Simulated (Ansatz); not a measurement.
## Molecular dynamics of CH$_{3}$Cl$_{3}$Si

Input file:

```yaml
crystal:
  periodic: [false, false, false]
  atoms:
    - { symbol: Si, position_ang: [-0.011793, 0.037916, 0.037233] }
    - { symbol: Cl, position_ang: [-0.180244, -0.055891, 2.027673] }
    - { symbol: Cl, position_ang: [2.000873, 0.16005, -0.536772] }
    - { symbol: C, position_ang: [-0.91107, 1.531659, -0.637156] }
    - { symbol: H, position_ang: [-1.930188, 1.815062, -0.280532] }
    - { symbol: H, position_ang: [-0.358501, 2.446321, -0.326142] }
    - { symbol: H, position_ang: [-0.881814, 1.457239, -1.779122] }
    - { symbol: Cl, position_ang: [-0.695626, -1.703871, -0.944666] }
basis:
  gaussian: { orbitals: def2-SVP }
hamiltonian:
  xc: pbe
md:
  timestep: 0.25
  n_steps: 166
  ensemble: nvt_langevin
  temperature: 700.0
  initial_velocities: maxwell_boltzmann
  seed: 466490
  friction: 0.05
```

Launched with:

```bash
$ ansatz run input.yaml --threads 4 --pin off --max-ram 5120MiB --backend cpu --events-out ev --progress --plain --runs-dir out
```

It goes on from the last frame of an earlier run, with new velocities.

Output, in part (one step line in 2, the closing report, with atoms numbered from 0):

```
md step     0: t =     0.00 fs  T =   612.5 K  F+E_penalty+E_count = -46499.85878220 eV  E_kin = 0.633374 eV  (26 SCF iters)
md step     2: t =     0.50 fs  T =   612.7 K  F+E_penalty+E_count = -46499.87230997 eV  E_kin = 0.633610 eV  (28 SCF iters)
md step     4: t =     1.00 fs  T =   643.9 K  F+E_penalty+E_count = -46499.86637873 eV  E_kin = 0.665853 eV  (28 SCF iters)
md step     6: t =     1.50 fs  T =   677.2 K  F+E_penalty+E_count = -46499.85303987 eV  E_kin = 0.700252 eV  (28 SCF iters)
md step     8: t =     2.00 fs  T =   688.7 K  F+E_penalty+E_count = -46499.84125209 eV  E_kin = 0.712167 eV  (29 SCF iters)
md step    10: t =     2.50 fs  T =   660.1 K  F+E_penalty+E_count = -46499.82889605 eV  E_kin = 0.682590 eV  (29 SCF iters)
md step    12: t =     3.00 fs  T =   667.6 K  F+E_penalty+E_count = -46499.81729788 eV  E_kin = 0.690376 eV  (29 SCF iters)
md step    14: t =     3.50 fs  T =   779.0 K  F+E_penalty+E_count = -46499.80940334 eV  E_kin = 0.805548 eV  (29 SCF iters)
md step    16: t =     4.00 fs  T =   847.8 K  F+E_penalty+E_count = -46499.81135239 eV  E_kin = 0.876730 eV  (27 SCF iters)
md step    18: t =     4.50 fs  T =   758.6 K  F+E_penalty+E_count = -46499.81947674 eV  E_kin = 0.784502 eV  (27 SCF iters)
md step    20: t =     5.00 fs  T =   691.4 K  F+E_penalty+E_count = -46499.82557794 eV  E_kin = 0.714921 eV  (28 SCF iters)
md step    22: t =     5.50 fs  T =   600.9 K  F+E_penalty+E_count = -46499.82181922 eV  E_kin = 0.621340 eV  (27 SCF iters)
md step    24: t =     6.00 fs  T =   630.6 K  F+E_penalty+E_count = -46499.80425046 eV  E_kin = 0.652118 eV  (28 SCF iters)
md step    26: t =     6.50 fs  T =   732.5 K  F+E_penalty+E_count = -46499.77199682 eV  E_kin = 0.757458 eV  (27 SCF iters)
md step    28: t =     7.00 fs  T =   763.7 K  F+E_penalty+E_count = -46499.73370195 eV  E_kin = 0.789694 eV  (28 SCF iters)
md step    30: t =     7.50 fs  T =   656.8 K  F+E_penalty+E_count = -46499.68977075 eV  E_kin = 0.679203 eV  (28 SCF iters)
md step    32: t =     8.00 fs  T =   638.0 K  F+E_penalty+E_count = -46499.66025195 eV  E_kin = 0.659751 eV  (27 SCF iters)
md step    34: t =     8.50 fs  T =   663.5 K  F+E_penalty+E_count = -46499.63592409 eV  E_kin = 0.686093 eV  (28 SCF iters)
md step    36: t =     9.00 fs  T =   701.5 K  F+E_penalty+E_count = -46499.63048076 eV  E_kin = 0.725416 eV  (28 SCF iters)
md step    38: t =     9.50 fs  T =   714.9 K  F+E_penalty+E_count = -46499.62926258 eV  E_kin = 0.739234 eV  (29 SCF iters)
md step    40: t =    10.00 fs  T =   800.4 K  F+E_penalty+E_count = -46499.63199218 eV  E_kin = 0.827663 eV  (28 SCF iters)
md step    42: t =    10.50 fs  T =   844.7 K  F+E_penalty+E_count = -46499.62453686 eV  E_kin = 0.873536 eV  (28 SCF iters)
md step    44: t =    11.00 fs  T =   685.5 K  F+E_penalty+E_count = -46499.59966369 eV  E_kin = 0.708872 eV  (29 SCF iters)
md step    46: t =    11.50 fs  T =   700.0 K  F+E_penalty+E_count = -46499.56586584 eV  E_kin = 0.723839 eV  (29 SCF iters)
md step    48: t =    12.00 fs  T =   702.8 K  F+E_penalty+E_count = -46499.53782981 eV  E_kin = 0.726714 eV  (28 SCF iters)
md step    50: t =    12.50 fs  T =   712.1 K  F+E_penalty+E_count = -46499.51870939 eV  E_kin = 0.736400 eV  (28 SCF iters)
md step    52: t =    13.00 fs  T =   681.2 K  F+E_penalty+E_count = -46499.51369125 eV  E_kin = 0.704465 eV  (28 SCF iters)
md step    54: t =    13.50 fs  T =   725.4 K  F+E_penalty+E_count = -46499.52341257 eV  E_kin = 0.750111 eV  (28 SCF iters)
md step    56: t =    14.00 fs  T =   838.4 K  F+E_penalty+E_count = -46499.55154547 eV  E_kin = 0.866985 eV  (29 SCF iters)
md step    58: t =    14.50 fs  T =   910.4 K  F+E_penalty+E_count = -46499.59412474 eV  E_kin = 0.941383 eV  (28 SCF iters)
md step    60: t =    15.00 fs  T =   970.3 K  F+E_penalty+E_count = -46499.63668007 eV  E_kin = 1.003379 eV  (28 SCF iters)
md step    62: t =    15.50 fs  T =  1025.1 K  F+E_penalty+E_count = -46499.65969046 eV  E_kin = 1.060018 eV  (29 SCF iters)
md step    64: t =    16.00 fs  T =   994.3 K  F+E_penalty+E_count = -46499.64803008 eV  E_kin = 1.028190 eV  (27 SCF iters)
md step    66: t =    16.50 fs  T =   980.3 K  F+E_penalty+E_count = -46499.61093253 eV  E_kin = 1.013688 eV  (27 SCF iters)
md step    68: t =    17.00 fs  T =   856.9 K  F+E_penalty+E_count = -46499.56365031 eV  E_kin = 0.886132 eV  (27 SCF iters)
md step    70: t =    17.50 fs  T =   834.3 K  F+E_penalty+E_count = -46499.52298832 eV  E_kin = 0.862703 eV  (28 SCF iters)
md step    72: t =    18.00 fs  T =   664.7 K  F+E_penalty+E_count = -46499.49613376 eV  E_kin = 0.687386 eV  (27 SCF iters)
md step    74: t =    18.50 fs  T =   678.9 K  F+E_penalty+E_count = -46499.49489950 eV  E_kin = 0.701997 eV  (27 SCF iters)
md step    76: t =    19.00 fs  T =   713.7 K  F+E_penalty+E_count = -46499.50459342 eV  E_kin = 0.738006 eV  (27 SCF iters)
md step    78: t =    19.50 fs  T =   689.5 K  F+E_penalty+E_count = -46499.50854975 eV  E_kin = 0.713007 eV  (26 SCF iters)
md step    80: t =    20.00 fs  T =   665.7 K  F+E_penalty+E_count = -46499.50666197 eV  E_kin = 0.688408 eV  (27 SCF iters)
md step    82: t =    20.50 fs  T =   559.2 K  F+E_penalty+E_count = -46499.49221280 eV  E_kin = 0.578265 eV  (27 SCF iters)
md step    84: t =    21.00 fs  T =   461.9 K  F+E_penalty+E_count = -46499.47385694 eV  E_kin = 0.477662 eV  (27 SCF iters)
md step    86: t =    21.50 fs  T =   417.8 K  F+E_penalty+E_count = -46499.45260662 eV  E_kin = 0.432058 eV  (28 SCF iters)
md step    88: t =    22.00 fs  T =   397.7 K  F+E_penalty+E_count = -46499.44241212 eV  E_kin = 0.411209 eV  (28 SCF iters)
md step    90: t =    22.50 fs  T =   379.6 K  F+E_penalty+E_count = -46499.43815808 eV  E_kin = 0.392549 eV  (28 SCF iters)
md step    92: t =    23.00 fs  T =   402.3 K  F+E_penalty+E_count = -46499.43307212 eV  E_kin = 0.416001 eV  (28 SCF iters)
md step    94: t =    23.50 fs  T =   346.3 K  F+E_penalty+E_count = -46499.43231253 eV  E_kin = 0.358089 eV  (28 SCF iters)
md step    96: t =    24.00 fs  T =   356.5 K  F+E_penalty+E_count = -46499.44016699 eV  E_kin = 0.368603 eV  (28 SCF iters)
md step    98: t =    24.50 fs  T =   402.8 K  F+E_penalty+E_count = -46499.46237998 eV  E_kin = 0.416519 eV  (28 SCF iters)
md step   100: t =    25.00 fs  T =   503.0 K  F+E_penalty+E_count = -46499.49996440 eV  E_kin = 0.520141 eV  (28 SCF iters)
md step   102: t =    25.50 fs  T =   517.9 K  F+E_penalty+E_count = -46499.54107236 eV  E_kin = 0.535526 eV  (27 SCF iters)
md step   104: t =    26.00 fs  T =   559.5 K  F+E_penalty+E_count = -46499.57288861 eV  E_kin = 0.578616 eV  (28 SCF iters)
md step   106: t =    26.50 fs  T =   649.6 K  F+E_penalty+E_count = -46499.59712066 eV  E_kin = 0.671759 eV  (28 SCF iters)
md step   108: t =    27.00 fs  T =   730.7 K  F+E_penalty+E_count = -46499.61050331 eV  E_kin = 0.755647 eV  (28 SCF iters)
md step   110: t =    27.50 fs  T =   820.9 K  F+E_penalty+E_count = -46499.61097602 eV  E_kin = 0.848849 eV  (28 SCF iters)
md step   112: t =    28.00 fs  T =   663.6 K  F+E_penalty+E_count = -46499.59996537 eV  E_kin = 0.686182 eV  (28 SCF iters)
md step   114: t =    28.50 fs  T =   710.2 K  F+E_penalty+E_count = -46499.59378573 eV  E_kin = 0.734417 eV  (28 SCF iters)
md step   116: t =    29.00 fs  T =   690.9 K  F+E_penalty+E_count = -46499.60145107 eV  E_kin = 0.714484 eV  (26 SCF iters)
md step   118: t =    29.50 fs  T =   831.5 K  F+E_penalty+E_count = -46499.60774930 eV  E_kin = 0.859883 eV  (28 SCF iters)
md step   120: t =    30.00 fs  T =   930.5 K  F+E_penalty+E_count = -46499.62189069 eV  E_kin = 0.962170 eV  (27 SCF iters)
md step   122: t =    30.50 fs  T =   983.7 K  F+E_penalty+E_count = -46499.64684581 eV  E_kin = 1.017258 eV  (28 SCF iters)
md step   124: t =    31.00 fs  T =   960.0 K  F+E_penalty+E_count = -46499.68163332 eV  E_kin = 0.992737 eV  (28 SCF iters)
md step   126: t =    31.50 fs  T =   975.0 K  F+E_penalty+E_count = -46499.72117652 eV  E_kin = 1.008227 eV  (27 SCF iters)
md step   128: t =    32.00 fs  T =   965.2 K  F+E_penalty+E_count = -46499.75859352 eV  E_kin = 0.998064 eV  (28 SCF iters)
md step   130: t =    32.50 fs  T =   967.9 K  F+E_penalty+E_count = -46499.79226960 eV  E_kin = 1.000870 eV  (28 SCF iters)
md step   132: t =    33.00 fs  T =  1131.5 K  F+E_penalty+E_count = -46499.82268523 eV  E_kin = 1.170051 eV  (28 SCF iters)
md step   134: t =    33.50 fs  T =  1072.2 K  F+E_penalty+E_count = -46499.83719480 eV  E_kin = 1.108775 eV  (29 SCF iters)
md step   136: t =    34.00 fs  T =   922.7 K  F+E_penalty+E_count = -46499.82823210 eV  E_kin = 0.954103 eV  (29 SCF iters)
md step   138: t =    34.50 fs  T =   841.6 K  F+E_penalty+E_count = -46499.79774917 eV  E_kin = 0.870292 eV  (29 SCF iters)
md step   140: t =    35.00 fs  T =   871.9 K  F+E_penalty+E_count = -46499.75740985 eV  E_kin = 0.901597 eV  (29 SCF iters)
md step   142: t =    35.50 fs  T =   928.9 K  F+E_penalty+E_count = -46499.71633820 eV  E_kin = 0.960512 eV  (29 SCF iters)
md step   144: t =    36.00 fs  T =   943.5 K  F+E_penalty+E_count = -46499.68524420 eV  E_kin = 0.975691 eV  (29 SCF iters)
md step   146: t =    36.50 fs  T =   907.3 K  F+E_penalty+E_count = -46499.68770873 eV  E_kin = 0.938212 eV  (29 SCF iters)
md step   148: t =    37.00 fs  T =   806.2 K  F+E_penalty+E_count = -46499.72003426 eV  E_kin = 0.833668 eV  (29 SCF iters)
md step   150: t =    37.50 fs  T =   782.9 K  F+E_penalty+E_count = -46499.75656111 eV  E_kin = 0.809535 eV  (29 SCF iters)
md step   152: t =    38.00 fs  T =   742.8 K  F+E_penalty+E_count = -46499.77753544 eV  E_kin = 0.768085 eV  (29 SCF iters)
md step   154: t =    38.50 fs  T =   814.9 K  F+E_penalty+E_count = -46499.77988609 eV  E_kin = 0.842716 eV  (29 SCF iters)
md step   156: t =    39.00 fs  T =   727.9 K  F+E_penalty+E_count = -46499.76212934 eV  E_kin = 0.752669 eV  (29 SCF iters)
md step   158: t =    39.50 fs  T =   763.0 K  F+E_penalty+E_count = -46499.72709681 eV  E_kin = 0.788982 eV  (29 SCF iters)
md step   160: t =    40.00 fs  T =   748.9 K  F+E_penalty+E_count = -46499.68807436 eV  E_kin = 0.774447 eV  (29 SCF iters)
md step   162: t =    40.50 fs  T =   590.2 K  F+E_penalty+E_count = -46499.65770555 eV  E_kin = 0.610319 eV  (29 SCF iters)
md step   164: t =    41.00 fs  T =   592.0 K  F+E_penalty+E_count = -46499.65586258 eV  E_kin = 0.612227 eV  (29 SCF iters)
md step   166: t =    41.50 fs  T =   654.1 K  F+E_penalty+E_count = -46499.66252279 eV  E_kin = 0.676396 eV  (28 SCF iters)
Total energy: -46499.66255339 eV, -1708.8310802337 hartree
Atom 0 at     0.124168     0.039359     0.017327 Å, force    -1.674627     0.407695     0.201803 eV/Å
Atom 1 at    -0.211381    -0.068032     2.119201 Å, force     0.186391    -0.037555    -0.995641 eV/Å
Atom 2 at     2.127069     0.165951    -0.355473 Å, force     0.528964    -0.333622    -0.000619 eV/Å
Atom 3 at    -0.644717     1.595939    -0.827890 Å, force     0.096011     0.826454     2.716676 eV/Å
Atom 4 at    -1.685706     1.342507    -1.068077 Å, force    -0.264093     0.116603    -0.228337 eV/Å
Atom 5 at    -0.618020     2.611714    -0.173341 Å, force     0.117420    -2.168551    -1.332886 eV/Å
Atom 6 at    -0.014916     1.662932    -1.703999 Å, force     0.257426     0.440334    -0.923343 eV/Å
Atom 7 at    -0.851208    -1.630141    -0.923654 Å, force     0.752508     0.748642     0.562347 eV/Å
Dipole moment:    -0.054705     0.322042    -0.161778 e Å
```

The run went to its last step. A run of 0.042 ps of so small a system gives no equilibrium averages.

The same pairs are bonded in the first frame and the last. Pairs count as bonded within 1.25 times the sum of covalent radii (0.12 Å more for H–H).

Last frame:

```xyz
8
Properties=species:S:1:pos:R:3
Si 0.124 0.039 0.017
Cl -0.211 -0.068 2.119
Cl 2.127 0.166 -0.355
C -0.645 1.596 -0.828
H -1.686 1.343 -1.068
H -0.618 2.612 -0.173
H -0.015 1.663 -1.704
Cl -0.851 -1.630 -0.924
```

The run took 2.2 min on 4 threads of Arm Neoverse V2, with other jobs on the host, peak memory 0.15 GiB.
